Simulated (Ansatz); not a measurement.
Frontier orbitals of C₂H₆ClNSi, SMILES `C/C(Cl)=N\[SiH3]`.

Cartesian coordinates in Å:
```
C 0.084 1.585 -0.013
C 0.261 0.432 -0.944
Cl 0.704 1.001 -2.572
N 0.150 -0.785 -0.752
Si -0.248 -1.744 0.627
H -0.191 1.237 0.982
H 1.010 2.161 0.039
H -0.689 2.254 -0.398
H -1.448 -2.542 0.279
H -0.535 -0.957 1.863
H 0.903 -2.641 0.888
```

Total charge 0; spin multiplicity 1. All single points use the PBE0-D4/def2-TZVP geometry. Basis def2-TZVPP, Ansatz 0.2.0.

| functional | HOMO (eV) | LUMO (eV) | gap (eV) |
| --- | --- | --- | --- |
| PBE | -6.27 | -1.92 | 4.35 |
| BLYP | -6.14 | -1.77 | 4.37 |
| r2SCAN | -6.56 | -1.73 | 4.83 |
| PBE0 | -7.62 | -0.90 | 6.72 |
| r2SCAN0 | -7.83 | -0.79 | 7.04 |
| HSE06 (plane-wave form) | -7.22 | -1.28 | 5.94 |
| CAM-B3LYP | -8.97 | 0.30 | 9.27 |
| ωB97M-V | -9.87 | 1.29 | 11.16 |

Against PBE, PBE0 changes HOMO and LUMO by −1.35 and +1.03 eV, ωB97M-V by −3.60 and +3.21 eV. A gap of 4.34 eV thus becomes 11.16 eV for the same molecule, so an orbital gap means little without its functional. A positive LUMO is unbound and depends on the basis.
